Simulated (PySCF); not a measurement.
A structure optimised at PBE-D3(BJ)/def2-SVP, used in a PySCF frequency run:

```
C
H 1 1.1151
C 1 1.5343 2 107.60
H 3 1.1093 1 111.65 2 -59.41
H 3 1.1095 4 107.83 1 -122.60
H 3 1.1110 4 107.61 5 -115.75
C 1 1.5353 2 107.87 3 119.83
H 7 1.1077 1 112.08 2 61.89
H 7 1.1088 8 108.29 1 122.95
H 7 1.1112 8 107.17 9 115.71
C 1 1.5443 2 107.65 3 -119.69
H 11 1.1139 1 110.23 2 -175.09
H 11 1.1153 12 105.37 1 118.81
Si 11 1.8792 12 108.74 13 111.88
F 14 1.6499 11 111.10 12 61.39
H 14 1.5033 15 107.22 8 153.78
H 14 1.5043 16 110.18 15 -116.21
```

**Question.** Write its SMILES and formula.

**Answer.** CC(C)C[SiH2]F, C4H11FSi

**Question.** What are its rotational constants (standard atomic weights)?

**Answer.** 5.0206, 1.5132, 1.2479 GHz
